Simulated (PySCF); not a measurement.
**Cadmium: a sound run and one with changed settings**

Sound run: Cd [Kr] 4d10 5s2, Cd⁺ [Kr] 4d10 5s1. Computed with PySCF 2.14 in cc-pVTZ-PP with ECP28MDF (5s5p4d2f1g, 63 functions), with scalar relativity through the core potential. The sound run starts from symmetry-adapted Hartree-Fock orbitals and uses a fine grid where one is needed.

Changed run: radial step 0.5 in ln r (0.13 in the sound run). This setting is unsound on purpose.

```tsv
species	method	sound run (hartree)	changed run (hartree)	converged
Cd	UHF	-166.83876	-166.83876	yes
Cd	BP86	-167.85139	-167.89846	yes
Cd	PBE0	-167.72940	-167.75976	yes
Cd⁺	UHF	-166.56836	-166.56836	yes
Cd⁺	BP86	-167.50976	-167.55650	yes
Cd⁺	PBE0	-167.40490	-167.43524	yes
```

Ionisation energy of Cd:

```
method  sound run (eV)  changed run (eV)
   UHF           7.358             7.358
  BP86           9.296             9.305
  PBE0           8.830             8.831
```

A coarse radial grid mis-integrates the density and the exchange-correlation energy, with errors of either sign; Hartree-Fock needs no grid.

For comparison, NIST gives 8.994 eV between the lowest levels.
